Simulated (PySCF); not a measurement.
Br2Ga, charge +1. Atoms are numbered in the order given.

```xyz
3

Ga     0.0000     0.0000     0.0000
Br     0.0000     0.0000    -2.1919
Br     0.0000     0.0000     2.1919
```
Charge +1, spin multiplicity 1.

The structure is a stationary point at B3LYP-D3(BJ)/def2-SVP. The multiplicity is an assumed one; other spin states were not compared. The isomer is the one that the SMILES or the coordinates give; other isomers of the formula were not compared.

These are PySCF with B3LYP/def2-TZVPD values and carry that method's errors.

Isolated molecule, no solvent.

- total energy: -7073.06960 hartree
- point group: D∞h
- highest occupied level: -14.35 eV
- lowest empty level: -9.09 eV
- orbital gap: 5.26 eV
- dipole moment about the centre of nuclear charge: 0.00 D
- mean static polarisability: 63.5 bohr³ (9.41 Å³)
- polarisability, principal values: 44.5, 44.5, 101.6 bohr³
